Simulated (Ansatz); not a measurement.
## Worked example: vertical energy of the triplet above the singlet of NaBr (SMILES [Na][Br])

The species is NaBr (2 atoms), meant as a singlet with charge 0. SMILES: `[Na][Br]`. The coordinates come from a PBE0-D4/def2-TZVP relaxation.

```xyz
2

Na    1.0671   -0.3794    0.5374
Br   -1.0671    0.3794   -0.5374
```

Both states at this one shape; open shells run unrestricted unless said. 1 Eh = 27.2114 eV.

```tsv
level	program	singlet NaBr (Eh)	triplet NaBr (Eh)
MP2/6-31G, 10 core orbitals frozen	Ansatz	-2734.142660	-2734.004199
MP2/6-311G**, 10 core orbitals frozen	Ansatz	-2734.699128	-2734.547718
```

Problem. Work out the vertical gap, second state less first, at each level.

Solution. 
1. MP2/6-31G: -2734.004199 − (-2734.142660) = 0.138461 Eh = 3.77 eV.
2. MP2/6-311G**: -2734.547718 − (-2734.699128) = 0.151410 Eh = 4.12 eV.

No measured value is set beside it here; the levels span 3.77 to 4.12 eV. Spin-orbit coupling, which splits open shells on such heavy atoms by tenths of an eV, is left out. All-electron rows are non-relativistic unless named.
